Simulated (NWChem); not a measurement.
Molecule: C2H3AlBrF; SMILES C=[CH][Al]([F])[Br]

```xyz
8

Al    -0.5976    -0.6926     0.0000
F     -2.2622    -0.8801     0.0000
Br     0.2174     1.4168     0.0000
C      0.6008    -2.2091     0.0000
C      1.9422    -2.0394     0.0000
H      0.2099    -3.2442     0.0000
H      2.6461    -2.8920     0.0000
H      2.4046    -1.0358     0.0000
```
Atoms are numbered in this order, from 1.

Program: NWChem. Structure relaxed at the PBE-D3(BJ)/def2-SVP level. Level SCAN/def2-SVP: energy and gradient on several grids; changes count from the extra-fine grid, which is no exact limit either.

```json
[
 {"grid": "xcoarse", "size of the energy change (μHa)": "20000", "largest change of a gradient component (μHa/bohr)": "2000"},
 {"grid": "coarse", "size of the energy change (μHa)": "7000", "largest change of a gradient component (μHa/bohr)": "2000"},
 {"grid": "medium", "size of the energy change (μHa)": "5000", "largest change of a gradient component (μHa/bohr)": "1000"},
 {"grid": "fine", "size of the energy change (μHa)": "1000", "largest change of a gradient component (μHa/bohr)": "600"},
 {"grid": "xfine", "size of the energy change (μHa)": "< 10", "largest change of a gradient component (μHa/bohr)": "< 30"}
]
```
